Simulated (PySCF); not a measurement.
Field gradients from PBE0/pcSseg-1 densities (PySCF, non-relativistic) at GFN2-xTB geometries, isolated species, one conformer each; χzz is the principal value of largest magnitude, with Q(14N) = 0.02044 b, Q(35Cl) = −0.0817 b, Q(17O) = −0.0256 b. Where η is near 1, a small change in the tensor can flip the sign of χzz. GFN2-xTB bond lengths can be off by several hundredths of an ångström, more for odd bonds, and the gradients follow them. With so small a basis the couplings can be 20 % off.

Question: These 14N couplings (χzz in MHz, η) are listed in rising order: (-5.397, 0.15); (-5.137, 0.18); (-4.631, 0.09); (-3.954, 0.35). Assign them to: N5 (nitrogen bonded to 2 C and P) in `[CH3:1][N:2]([CH3:3])[P:4]1[N:5]([CH3:6])[CH:7]=[CH:8][N:9]1[CH3:10]`; the nitrile nitrogen of `C=C/C=C(/C#N)C=C`; the nitrogen bridging silicon atoms of `[SiH3]N([SiH3])P1CCC1`; N9 (nitrogen bonded to C, P and H) in `[CH3:1][N:2]=[P@:3]([CH3:4])([CH2:5][CH2:6][C:7]#[N:8])[NH:9][CH3:10]`.

Answer: -5.397 MHz, η 0.15: N9 (nitrogen bonded to C, P and H) in `[CH3:1][N:2]=[P@:3]([CH3:4])([CH2:5][CH2:6][C:7]#[N:8])[NH:9][CH3:10]`; -5.137 MHz, η 0.18: N5 (nitrogen bonded to 2 C and P) in `[CH3:1][N:2]([CH3:3])[P:4]1[N:5]([CH3:6])[CH:7]=[CH:8][N:9]1[CH3:10]`; -4.631 MHz, η 0.09: the nitrile nitrogen of `C=C/C=C(/C#N)C=C`; -3.954 MHz, η 0.35: the nitrogen bridging silicon atoms of `[SiH3]N([SiH3])P1CCC1`.

Question: Rank these 35Cl sites by the size of the quadrupole coupling, smallest first.
A. Cl10 (alkyl chlorine) in `[F:1][CH:2]([F:3])[O:4][C@@H:5]1[O:6][C@@H:7]1[CH:8]([Cl:9])[Cl:10]`
B. The chlorine bonded to C of `C[Si](C)(C)CC(=O)Cl`
C. The silicon-bound chlorine of `[SiH3]CS[Si@@H](Cl)C1CC1`
D. The silicon-bound chlorine of `CO[Si](C)(Cl)OC`
E. The alkyl chlorine of `C#C[C@@H](Cl)C[O+](C)C`

Answer: D (35.71 MHz), C (38.75 MHz), B (60.47 MHz), A (80.22 MHz), E (84.50 MHz).

Question: Rank these 17O sites by the size of the quadrupole coupling, smallest first.
A. O3 (acid hydroxyl oxygen) in `[O:1]=[C:2]([OH:3])[c:4]1[cH:5][s:6][c:7]([Cl:8])[cH:9]1`
B. The silyl ether oxygen of `CO[Si](C)(Cl)OC`
C. The carbonyl oxygen of `C[Si](C)(C)CC(=O)Cl`
D. O4 (ether oxygen) in `[F:1][CH:2]([F:3])[O:4][C@@H:5]1[O:6][C@@H:7]1[CH:8]([Cl:9])[Cl:10]`
E. The oxonium oxygen of `C#C[C@@H](Cl)C[O+](C)C`

Answer: C (9.184 MHz), A (9.880 MHz), B (10.35 MHz), D (11.27 MHz), E (12.67 MHz).

All sites together:

```tsv
nucleus	site	Vzz (au)	η	χzz (MHz)
14N	N5 (nitrogen bonded to 2 C and P) in [CH3:1][N:2]([CH3:3])[P:4]1[N:5]([CH3:6])[CH:7]=[CH:8][N:9]1[CH3:10]	-1.070	0.18	-5.137
14N	the nitrile nitrogen of C=C/C=C(/C#N)C=C	-0.964	0.09	-4.631
14N	the nitrogen bridging silicon atoms of [SiH3]N([SiH3])P1CCC1	-0.823	0.35	-3.954
14N	N9 (nitrogen bonded to C, P and H) in [CH3:1][N:2]=[P@:3]([CH3:4])([CH2:5][CH2:6][C:7]#[N:8])[NH:9][CH3:10]	-1.124	0.15	-5.397
35Cl	the silicon-bound chlorine of CO[Si](C)(Cl)OC	1.860	0.08	-35.71
35Cl	Cl10 (alkyl chlorine) in [F:1][CH:2]([F:3])[O:4][C@@H:5]1[O:6][C@@H:7]1[CH:8]([Cl:9])[Cl:10]	4.179	0.02	-80.22
35Cl	the silicon-bound chlorine of [SiH3]CS[Si@@H](Cl)C1CC1	2.019	0.09	-38.75
35Cl	the alkyl chlorine of C#C[C@@H](Cl)C[O+](C)C	4.402	0.05	-84.50
35Cl	the chlorine bonded to C of C[Si](C)(C)CC(=O)Cl	3.150	0.29	-60.47
17O	the oxonium oxygen of C#C[C@@H](Cl)C[O+](C)C	-2.106	0.03	12.67
17O	the carbonyl oxygen of C[Si](C)(C)CC(=O)Cl	-1.527	0.35	9.184
17O	O3 (acid hydroxyl oxygen) in [O:1]=[C:2]([OH:3])[c:4]1[cH:5][s:6][c:7]([Cl:8])[cH:9]1	1.643	0.49	-9.880
17O	O4 (ether oxygen) in [F:1][CH:2]([F:3])[O:4][C@@H:5]1[O:6][C@@H:7]1[CH:8]([Cl:9])[Cl:10]	1.874	0.92	-11.27
17O	the silyl ether oxygen of CO[Si](C)(Cl)OC	1.720	0.33	-10.35
```
